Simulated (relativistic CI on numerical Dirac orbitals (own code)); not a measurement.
## V²⁺ in a cubic cluster: L2,3 absorption with charge transfer

Computed with a charge-transfer multiplet model of a cubic metal-ligand cluster with up to one ligand hole, Slater and spin-orbit integrals from Dirac-Coulomb-Breit ions, Slater integrals scaled by 0.8. The parameters are those of a tetrahedral site (10Dq negative, t2 hopping the larger). The ground state mixes d3 with configurations of k ligand holes L, whose averages lie at kΔ + k(k − 1)U_dd/2; a core hole lowers each added d electron by U_cd. 300 K, Lorentzian 0.4 eV and Gaussian 0.3 eV FWHM.

Atomic integrals in eV (Slater integrals scaled, ζ unscaled), ground: F2dd 7.134, F4dd 4.434, zeta_d 0.019; with the core hole: F2dd 7.850, F4dd 4.885, zeta_d 0.030, zeta_core 4.613, F2cd 4.315, G1cd 3.109, G3cd 1.763.

Cluster parameters (eV): U_dd = 4.5, U_cd = 5.5, 10Dq = -0.2, 10Dq(ligand) = 0, V(eg) = 1, V(t2g) = -1.7, final-state hopping factor = 1.

```json
{"Case": "Δ = 6.5 eV", "n_d": "3.18", "d3": "0.82", "d4L": "0.18", "S": "1.50"}
{"Case": "Δ = 7.5 eV", "n_d": "3.16", "d3": "0.84", "d4L": "0.16", "S": "1.50"}
{"Case": "Δ = 9.5 eV", "n_d": "3.12", "d3": "0.88", "d4L": "0.12", "S": "1.50"}
```

Weights, n_d and S are thermal averages at 300 K. Photon energies count from the first peak over 30 % of the highest in each spectrum, which can be another peak from case to case. The parameters are a model scan and need not match a compound or its usual spin state. Peaks in eV (height, largest 100):
- Δ = 6.5 eV: -1.7 (16), 0.0 (100), 4.8 (33), 6.3 (29), 7.1 (41), 7.8 (44)
- Δ = 7.5 eV: -1.7 (16), 0.0 (100), 5.0 (33), 6.1 (30), 7.1 (40), 7.8 (46)
- Δ = 9.5 eV: -1.8 (16), 0.0 (100), 2.2 (29), 4.9 (37), 6.1 (30), 7.0 (42), 7.9 (47)

For the case Δ = 7.5 eV, Δ = 7.5 eV is larger than U_dd = 4.5 eV, the Mott-Hubbard side of the Zaanen-Sawatzky-Allen scheme. With the core hole the configuration with one ligand hole lies at Δ + U_dd − U_cd = 5.5, 6.5, 8.5 eV from the one without, in the order of the table; where this is negative the screened configuration lies lower.

With at most 1 ligand hole the space is cut while the next configuration still counts, so covalency is underestimated, and a final configuration with one more ligand hole, which can lie low, is missing from the spectra.
